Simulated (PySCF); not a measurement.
# Ca: excitation energy

Ca [Ar] 4s2 (1S) → Ca [Ar] 3d2 (3F), as a difference of total energies. Calculation: PySCF 2.14, in x2c-QZVPPall with one added diffuse shell each of s, p, d, f type (12s8p5d4f, 89 functions); the spin-free X2C one-electron Hamiltonian (Gaussian nucleus). Correlated levels: valence: [Ar] frozen. The calculations carry no spin-orbit coupling.

| method | excitation energy (eV) |
| --- | --- |
| UHF | 5.400 |
| MP2 (valence) | 5.733 |
| SCS-MP2 (valence) | 5.991 |
| CCSD (valence) | 5.726 |

**Question.** How much does correlation contribute at MP2 (valence)?

**Answer.** 5.733 − (5.400) = 0.333 eV, measured against UHF.

With two correlated electrons CCSD is exact in that space.

The coupled-cluster amplitudes are large for the upper state (T1 above 0.03 or a double amplitude above 0.15), so a single reference is strained.
